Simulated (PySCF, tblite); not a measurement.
Compound: C7H14N (charge +1).
Atom-mapped SMILES: `[CH3:1][C:2]#[N+:3][CH2:4][C:5]([CH3:6])([CH3:7])[CH3:8]` (hydrogens: H9, H10, H11 on C1; H12, H13 on C4; H14, H15, H16 on C6; H17, H18, H19 on C7; H20, H21, H22 on C8)

The geometry is computed with GFN2-xTB (gas phase).

Question: What internal coordinates does the optimisation give?

Answer: 
```
                   bond  length (pm)
                  C1–C2        140.5
                  C2≡N3        115.1
                  N3–C4        137.7
                  C4–C5        155.8
    C5–C6, C5–C7, C5–C8        152.7
  C1–H9, C1–H10, C1–H11        109.3
         C4–H12, C4–H13        109.4
C6–H14 and 8 like bonds        108.7
```

Bonds in one row agree within 1 pm and their mean is given. A selection of angles:
```
   angle  degrees
C1–C2–N3    178.2
C2–N3–C4    175.1
N3–C4–C5    113.0
C4–C5–C6    109.7
C4–C5–C8    106.2
C6–C5–C7    110.8
C6–C5–C8    110.1
```

Torsions: N3–C4–C5–C6 -61° (synclinal). The mirror-image conformer, all signs reversed, is as good.

Of the pairs four or more bonds apart, N3···H18 is among the closest relative to their van der Waals radii: 2.71 Å, 99 % of the sum of Bondi's values. The C–N distances run from 1.151 Å (C2≡N3, drawn triple) to 1.377 Å (N3–C4, drawn single), a spread of 0.226 Å. The C–C distances run from 1.405 Å (C1–C2, drawn single) to 1.558 Å (C4–C5, drawn single), a spread of 0.153 Å.

Point group: near Cs, missed by 0.31 Å at most; the miss may be what the optimiser left on a soft mode. GFN2-xTB frequencies show an imaginary mode (26i cm⁻¹), so the point is no minimum at that level.
